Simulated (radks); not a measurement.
F, 9 electrons, occupied as [He] 2s2 2p5. All-electron calculation, non-relativistic Kohn-Sham, LDA (Slater exchange, Perdew-Wang correlation), spin-polarised, spherical densities, point nucleus; open shells are filled with parallel spins first. Program: a radial shooting solver on a logarithmic mesh with Libxc functionals.

Normalised radial functions P(r) = r R(r), r in bohr:

```
   r/bohr * 2s up (the largest magnitude, 0.988, reaches the edge; | marks zero)
  0.01996                             |     *
   0.0305                             |       *
  0.04661                             |         *
  0.07122                             |           *
   0.1088                             |           *
   0.1663                             |       *
   0.2541                            *|
   0.3883               *             |
   0.5933   *                         |
   0.9066  *                          |
    1.385           *                 |
    2.117                      *      |
    3.235                           * |
    4.943                             *
    7.553                             *
    11.54                             *
    17.64                             *
    26.95                             *
    41.18                             *
```

2s up: eigenvalue -30.309 eV, 1 radial node at r = 0.245 bohr, <r> = 1.01 bohr, 90 % of the charge inside 1.62 bohr.
